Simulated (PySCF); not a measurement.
A structure optimised at r2SCAN-D4/def2-SVP, used in a PySCF frequency run:

```xyz
13

O     -2.6934     1.1308     0.3160
Si    -2.0263    -0.3222    -0.1369
C     -0.1462    -0.2002    -0.1252
Cl     0.4426     0.4007     1.4442
C      0.7353    -0.4951    -1.0951
Si     2.6054    -0.3478    -0.9580
H     -2.3459     1.5116     1.1325
H     -2.4053    -1.4283     0.7931
H     -2.4821    -0.6070    -1.5214
H      0.2889    -0.8467    -2.0368
H      3.2062    -0.7966    -2.2479
H      3.0009     1.0677    -0.6975
H      3.1183    -1.2065     0.1498
```

Task: Write its SMILES and formula.

Result: O[SiH2]/C(Cl)=C/[SiH3], C₂H₇ClOSi₂

Task: What are its rotational constants (standard atomic weights)?

Result: 3.3390, 0.95684, 0.79571 GHz
